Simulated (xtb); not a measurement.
xtb input (GFN1-xTB):

```bash
xtb mol.xyz --gfn 1 --opt tight --chrg -1 --uhf 0
```
mol.xyz:
```
6

Sn    -0.00000000    -0.00000000    -0.00000000
H      0.01229980     0.01135681     1.87957196
H     -0.01229980    -0.01135681    -1.87957196
H      1.77645116    -0.00682920    -0.01158372
H     -0.88237217     1.54187106    -0.00354216
H     -0.89407900    -1.53504186     0.01512588
```

End of the output:

```
         :::::::::::::::::::::::::::::::::::::::::::::::::::::
         ::                     SUMMARY                     ::
         :::::::::::::::::::::::::::::::::::::::::::::::::::::
         :: total energy              -5.333223286682 Eh    ::
         :: gradient norm              0.000052628455 Eh/a0 ::
         :: HOMO-LUMO gap              7.369876593649 eV    ::
         ::.................................................::
         :: SCC energy                -5.346342797678 Eh    ::
         :: -> electrostatic           0.124658052400 Eh    ::
         :: repulsion energy           0.014113484262 Eh    ::
         :: dispersion energy         -0.000993973265 Eh    ::
         :: halogen bond corr.         0.000000000000 Eh    ::
         :: add. restraining           0.000000000000 Eh    ::
         :: total charge              -1.000000000000 e     ::
         :::::::::::::::::::::::::::::::::::::::::::::::::::::

           -------------------------------------------------
          |                Property Printout                |
           -------------------------------------------------

    * Orbital Energies and Occupations

         #    Occupation            Energy/Eh            Energy/eV
      -------------------------------------------------------------
         1        2.0000           -0.6313413             -17.1797
         2        2.0000           -0.2339738              -6.3668
         3        2.0000           -0.2339734              -6.3667
         4        2.0000           -0.2254532              -6.1349
         5        2.0000           -0.1377358              -3.7480 (HOMO)
         6                          0.1331022               3.6219 (LUMO)
         7                          0.1331026               3.6219
         8                          0.1445512               3.9334
         9                          0.1651056               4.4928
        10                          0.1651057               4.4928
        11                          0.1787292               4.8635
        12                          0.1903533               5.1798
        13                          0.2102154               5.7203
        14                          0.2102154               5.7203
        15                          0.2574001               7.0042
        16                          0.6467124              17.5979
       ...                                ...                  ...
        19                          1.5623253              42.5130
      -------------------------------------------------------------
                  HL-Gap            0.2708380 Eh            7.3699 eV
             Fermi-level           -0.0023168 Eh           -0.0630 eV

  Mulliken/CM5 charges         n(s)   n(p)   n(d)
     1Sn   -0.23013 -0.44729   1.827  2.044  0.359
     2H    -0.22574 -0.18907   1.226  0.000  0.000
     3H    -0.22574 -0.18907   1.226  0.000  0.000
     4H    -0.10613 -0.05819   1.106  0.000  0.000
     5H    -0.10613 -0.05819   1.106  0.000  0.000
     6H    -0.10613 -0.05819   1.106  0.000  0.000

Wiberg/Mayer (AO) data.
largest (>0.10) Wiberg bond orders for each atom

 ---------------------------------------------------------------------------
     #   Z sym  total        # sym  WBO       # sym  WBO       # sym  WBO
 ---------------------------------------------------------------------------
     1  50 Sn   3.589 --     5 H    0.729     6 H    0.729     4 H    0.729
                             2 H    0.701     3 H    0.701
     2   1 H    0.955 --     1 Sn   0.701
     3   1 H    0.955 --     1 Sn   0.701
     4   1 H    1.000 --     1 Sn   0.729
     5   1 H    1.000 --     1 Sn   0.729
     6   1 H    1.000 --     1 Sn   0.729
 ---------------------------------------------------------------------------
Note: The following floating-point exceptions are signalling: IEEE_DENORMAL
normal termination of xtb

Topologies differ in total number of bonds
Writing topology from bond orders to xtbtopo.mol

 dipole moment from electron density (au)
     X       Y       Z
   0.0000  -0.0000  -0.0000  total (Debye):    0.000

           -------------------------------------------------
          |                Geometry Summary                 |
           -------------------------------------------------

      molecular mass/u    :      123.7498163
   center of mass at/Å    :        0.0000021      -0.0000003      -0.0000000
  moments of inertia/u·Å² :        0.8672374E+01   0.1088087E+02   0.1088088E+02
rotational constants/cm⁻¹ :        0.1943831E+01   0.1549291E+01   0.1549289E+01

 * 3 selected distances

     #   Z          #   Z                                           value/Å
     1  50 Sn       4   1 H                                       1.6935219 (min)
     1  50 Sn       5   1 H                                       1.6935223 (max)
     1  50 Sn       6   1 H                                       1.6935223

 * 1 distinct bonds (by element types)

   Z      Z             #   av. dist./Å        max./Å        min./Å
   1 H   50 Sn          3     1.6935222     1.6935223     1.6935219

optimized geometry written to: xtbopt.xyz

           -------------------------------------------------
          | TOTAL ENERGY               -5.333223286682 Eh   |
          | GRADIENT NORM               0.000052628455 Eh/α |
          | HOMO-LUMO GAP               7.369876593649 eV   |
           -------------------------------------------------

------------------------------------------------------------------------
------------------------------------------------------------------------
 total:
 SCF:
 ANC optimizer:
```
